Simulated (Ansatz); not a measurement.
**C5H11Al: where a starting geometry ends**

The starting geometry of this gas-phase singlet was optimised with GFN2-xTB; its bonds are those of `C=C[C@@H](C)[AlH][CH3]`.

```yaml
atoms:
  - { symbol: C, position_ang: [-0.8999, -1.0286, -0.5100] }
  - { symbol: C, position_ang: [-0.5784, 0.2568, -0.5722] }
  - { symbol: C, position_ang: [0.8028, 0.7931, -0.6854] }
  - { symbol: C, position_ang: [0.8869, 2.0713, -1.5339] }
  - { symbol: C, position_ang: [1.2691, 0.2613, 2.8325] }
  - { symbol: Al, position_ang: [1.4161, 1.3436, 1.1750] }
  - { symbol: H, position_ang: [-0.1504, -1.8008, -0.5750] }
  - { symbol: H, position_ang: [-1.9183, -1.3590, -0.3939] }
  - { symbol: H, position_ang: [-1.3631, 1.0045, -0.5082] }
  - { symbol: H, position_ang: [1.4383, 0.0174, -1.1375] }
  - { symbol: H, position_ang: [1.8953, 2.4906, -1.4847] }
  - { symbol: H, position_ang: [0.6428, 1.8775, -2.5786] }
  - { symbol: H, position_ang: [0.1977, 2.8273, -1.1531] }
  - { symbol: H, position_ang: [1.9995, 2.7816, 1.1952] }
  - { symbol: H, position_ang: [1.0426, 0.8765, 3.7112] }
  - { symbol: H, position_ang: [2.1921, -0.2799, 3.0716] }
  - { symbol: H, position_ang: [0.4780, -0.4955, 2.7600] }
```

Predict what it relaxes into with PBE-D3(BJ)/def2-SVP.

New bonds form, giving a structure given below by its coordinates. Distances that change by over a tenth: C1–C2 (1.33 → 1.47 Å), C3–Al6 (2.03 → 2.55 Å). Contacts that close: C1–Al6 (3.72 → 2.03 Å), C2–Al6 (2.87 → 2.23 Å).

The energy falls by 0.64 eV over 32 steps:

| step | E − E(last) (eV) |
| --- | --- |
| 1 | 0.639 |
| 4 | 0.452 |
| 8 | 0.423 |
| 11 | 0.368 |
| 15 | 0.259 |
| 18 | 0.135 |
| 22 | 0.057 |
| 25 | 0.003 |
| 29 | 0.000 |
| 32 | 0.000 |

Final geometry (Å):

```yaml
atoms:
  - { symbol: C, position_ang: [-1.1454, -0.3256, 0.3489] }
  - { symbol: C, position_ang: [-0.5671, 0.6310, -0.6058] }
  - { symbol: C, position_ang: [0.7743, 0.7631, -0.9058] }
  - { symbol: C, position_ang: [1.3577, 1.8675, -1.7379] }
  - { symbol: C, position_ang: [1.6392, -0.0278, 2.3002] }
  - { symbol: Al, position_ang: [0.0348, 0.8292, 1.5346] }
  - { symbol: H, position_ang: [-0.7134, -1.3440, 0.3350] }
  - { symbol: H, position_ang: [-2.2445, -0.3242, 0.4144] }
  - { symbol: H, position_ang: [-1.2223, 1.4645, -0.9274] }
  - { symbol: H, position_ang: [1.4579, -0.0643, -0.6346] }
  - { symbol: H, position_ang: [2.2452, 2.3239, -1.2514] }
  - { symbol: H, position_ang: [1.7033, 1.4884, -2.7249] }
  - { symbol: H, position_ang: [0.6185, 2.6721, -1.9243] }
  - { symbol: H, position_ang: [-0.4780, 2.2832, 1.9625] }
  - { symbol: H, position_ang: [1.4653, -0.2524, 3.3748] }
  - { symbol: H, position_ang: [2.5263, 0.6375, 2.2515] }
  - { symbol: H, position_ang: [1.8988, -0.9847, 1.8031] }
```

No frequencies were run, so the end isn't proven a minimum. Run with Ansatz 0.2.0, 3.2 min on 2 threads of AMD EPYC (Zen 3), on a shared host.
